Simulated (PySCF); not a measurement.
# Static response to an electric field

C6H8P2.
Structure used (GFN2-xTB), in Å, numbered top down from 1:
```xyz
16
C6H8P2 angstrom
C     -2.278   -1.412    0.153
C     -1.125   -0.456    0.007
C     -1.407    0.855   -0.335
C     -0.506    1.887   -0.497
P      1.217    1.861   -0.319
C      1.552    0.204    0.097
C      3.012   -0.134    0.283
P      0.456   -1.131    0.312
H     -2.921   -1.377   -0.725
H     -2.883   -1.144    1.021
H     -1.922   -2.432    0.287
H     -2.454    1.095   -0.490
H     -0.910    2.858   -0.765
H      3.134   -1.006    0.926
H      3.557    0.705    0.715
H      3.470   -0.363   -0.681
```

Level: wB97X-D/def2-SVPD (PySCF), static field, nuclei fixed, core orbitals frozen in the response. The polarisability tensor in these axes (au):

```
x   148.59   9.34   3.72
y     9.34 135.64 -13.33
z     3.72 -13.33  79.56
```

Task: What are the eigenvalues, a third of the trace, and Δα (Δα² = ½Σ(αi − αj)² over the three pairs)?

Result: Principal values 76.10, 134.09 and 153.61 au; mean 121.26 au = 17.97 Å³ = 19.99 × 10⁻⁴⁰ C²·m²/J; Δα = 69.82 au (58 % of the mean).

Task: What is the dipole moment, and where does it point?

Result: (-1.33, -0.15, -0.13) D, 1.35 D in size, pointing from the negative to the positive side. Measured along this direction, the outermost atoms are H15 at the negative end and H9 at the positive end.

Task: Find the Langevin capture rate constant for H3+ (3.023 u) meeting this molecule (142.010 u), k = 2.342 × 10⁻⁹ cm³/s × √(α in Å³ / reduced mass in u).

Result: The reduced mass is 2.96 u, so k = 5.77 × 10⁻⁹ cm³/s. The formula leaves out the permanent dipole, which adds to the capture rate.

Task: Rayleigh depolarisation ratio (linearly polarised light, static tensor)?

Result: ρ = 3Δα²/(45ᾱ² + 4Δα²) = 14626.5/(661724 + 19502.0) = 0.0215.

Task: What would n − 1 = 2πNα be for an ideal gas of these molecules at 273.15 K and 1 atm, electronic part alone?

Result: N = p/kT = 2.6868 × 10¹⁹ cm⁻³, so n − 1 = 2π × N × 17.97 × 10⁻²⁴ cm³ = 3034 × 10⁻⁶ at long wavelengths, for an ideal gas.

Isolated species at its GFN2-xTB geometry, gas phase.
